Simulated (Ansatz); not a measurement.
Consider the formal exchange of groups at the In–C bond: `[CH3][InH][CH2]O` + `CCCI` → `O[CH2][InH][I]` + `CCCC`.

Isolated molecules relaxed with PBE0-D4/def2-TZVP in Ansatz; ΔE leaves out vibrations. CCSD(T)/CBS adds triple-zeta CCSD(T) − MP2 to the extrapolated MP2 energy (def2 sets, frozen cores). DFT in def2-TZVPP. def2 core potentials past Kr. For I, In outer-core shells are correlated without core-valence functions, which leaves a few kJ/mol of doubt a bond. Each species was taken in one conformer, which may not be the lowest.

Task: Is it downhill or uphill in electronic energy at CCSD(T)/CBS, and by how much? (Estimate.)

Result: The calculation gave: Downhill: ΔE = -44.9 kcal/mol.

Task: What do these levels give: PBE-D4, r2SCAN-D4, HF/def2-TZVPP, MP2/def2-TZVPP, CCSD(T)/def2-TZVPP, MP2/CBS(def2)? (Estimate.)

Result: Computed: PBE-D4 -44.9, r2SCAN-D4 -46.9, HF/def2-TZVPP -51.1, MP2/def2-TZVPP -43.9, CCSD(T)/def2-TZVPP -43.4, MP2/CBS(def2) -45.5 kcal/mol.

Largest T1 diagnostic among the species: 0.012.

From PBE to PBE0 (25 % exact exchange), in def2-TZVPP and without D4, ΔE moves by −1.9 kcal/mol. In def2-TZVPP, CCSD(T) changes the Hartree–Fock value by +7.7 kcal/mol (the triples alone add +0.9 kcal/mol) and MP2 by +7.2 kcal/mol.
